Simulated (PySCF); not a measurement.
C8H7FO2.
Numbering: `[CH3:1][O:2][C:3](=[O:4])[c:5]1[cH:6][cH:7][c:8]([F:9])[cH:10][cH:11]1` (hydrogens: H12, H13, H14 on C1; H15 on C6; H16 on C7; H17 on C10; H18 on C11)

Torsions of this conformer, `[CH3:1][O:2][C:3](=[O:4])[c:5]1[cH:6][cH:7][c:8]([F:9])[cH:10][cH:11]1`: C1–O2–C3–O4 0°, O2–C3–C5–C6 -179°.

The closed-shell ground state was solved at several levels (PySCF, density fitting, gas phase, non-relativistic). The structure is a single PBE0-D3(BJ)/def2-SVP conformer in the gas phase; no vibrational or solvent corrections.

```tsv
level	basis functions	total energy (Eh)	HOMO (eV)	LUMO (eV)	gap (eV)	dipole (D)
PBE0/pcSseg-1	222	-558.6930	-7.53	-1.39	6.14	1.87
wB97X-D/def2-SVPD	285	-558.7987	-9.30	0.24	9.54	1.89
```

(1) What might B3LYP/pcJ-1 (367 basis functions) give for the same quantities?

(2) Over all these levels, which gives the widest orbital gap and which the narrowest?

(3) How far do the dipole and the HOMO energy spread over the levels?

Results:

(1) Total energy -559.3837 Eh, HOMO -7.28 eV, LUMO -1.56 eV, gap 5.72 eV, dipole 1.86 D.

(2) wB97X-D/def2-SVPD (range-separated hybrid) has the widest, 9.54 eV, and B3LYP/pcJ-1 (global hybrid, 20 % exact exchange) the narrowest, 5.72 eV. Functional and basis both differ between the two, so the spread mixes both effects.

(3) The dipole runs from 1.86 to 1.89 D (mean 1.87 D) and the HOMO from -9.30 to -7.28 eV.

Note: wB97X-D ran without an empirical dispersion term, which enters the total energy and its gradient alone.
